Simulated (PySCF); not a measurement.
**`CC(C)OC1[SiH2]C[SiH2]1` in a uniform electric field**

Compound: C5H14OSi2.
Geometry (PBE0-D3(BJ)/def2-SVP, Å), atoms numbered from 1 in this order:
```
atom  x, y, z in Å
C1    -2.1218    0.4090   -1.2357
C2    -1.5276    0.5271    0.1593
C3    -2.5863    0.5602    1.2413
O4    -0.6717   -0.5545    0.4635
C5     0.5440   -0.5666   -0.2127
Si6    1.8500    0.8506   -0.1124
C7     3.2119   -0.4741   -0.2152
Si8    1.9265   -1.7367    0.3952
H9    -2.8150    1.2397   -1.4348
H10   -2.6754   -0.5384   -1.3298
H11   -1.3443    0.4335   -2.0139
H12   -0.9319    1.4665    0.2100
H13   -3.1801   -0.3666    1.2170
H14   -2.1147    0.6384    2.2311
H15   -3.2653    1.4140    1.1022
H16    0.4313   -0.7803   -1.3024
H17    1.8384    1.8958   -1.1852
H18    1.8413    1.5203    1.2248
H19    4.1168   -0.3274    0.3900
H20    3.5140   -0.6663   -1.2578
H21    1.9724   -3.1133   -0.1891
H22    1.9306   -1.8309    1.8859
```

Level: CAM-B3LYP/def2-SVPD (PySCF); nuclei fixed, core orbitals frozen in the response. Permanent dipole (0.142, 0.765, -1.068) D (1 au = 2.5417 D). Static polarisability (au):

```
x   127.90  -6.42  -1.32
y    -6.42 120.26  -3.64
z    -1.32  -3.64 104.24
```

Only the terms in μ and α are kept: μ(F) = μ + αF and ΔE = −μ·F − ½ F·αF.

(1) A field of 0.008 au (0.411 V/Å) is applied along each axis in both senses. Find the induced dipole, the size of the total dipole and the two energy terms.

(2) For the field (-0.0032, 0.0072, 0.0072) au, what is the induced dipole, and what angle does it make with the field?

(3) At what field along the permanent dipole would the induced dipole along it equal the permanent one, in this linear picture?

(4) What field makes μF equal to kT at 200 K?

(5) A unit point charge sits 11 Å away. Estimate the induction energy −αe²/2R⁴ with the mean polarisability, treating the molecule as a point.

Answers

(1) 
| field along | induced x (D) | induced y (D) | induced z (D) | total size (D) | −μ·F (kJ/mol) | −½F·αF (kJ/mol) |
| --- | --- | --- | --- | --- | --- | --- |
| +x | 2.601 | -0.131 | -0.027 | 3.021 | -1.173 | -10.746 |
| −x | -2.601 | 0.131 | 0.027 | 2.816 | +1.173 | -10.746 |
| +y | -0.131 | 2.445 | -0.074 | 3.407 | -6.322 | -10.104 |
| −y | 0.131 | -2.445 | 0.074 | 1.971 | +6.322 | -10.104 |
| +z | -0.027 | -0.074 | 2.120 | 1.264 | +8.826 | -8.758 |
| −z | 0.027 | 0.074 | -2.120 | 3.301 | -8.826 | -8.758 |

(2) αF = (-1.182, 2.186, 1.852) D, at 6.7° to the field. The polarisability along this direction, F·αF/F², is 113.47 au, against a mean of 117.47 au.

(3) The polarisability along the dipole is 112.72 au, so F = 0.5199 au / 112.72 au = 0.0046 au = 0.24 V/Å; higher-order terms are ignored.

(4) kT = 0.6334 × 10⁻³ Eh, so F = 0.00122 au = 6.26 MV/cm.

(5) R = 20.79 bohr, so the energy is −117.5/(2 × 20.79⁴) Eh = -0.826 kJ/mol. The charge–dipole term at its most favourable orientation, −μe/R², is -3.16 kJ/mol.

Isolated species at its PBE0-D3(BJ)/def2-SVP geometry (one conformer only).
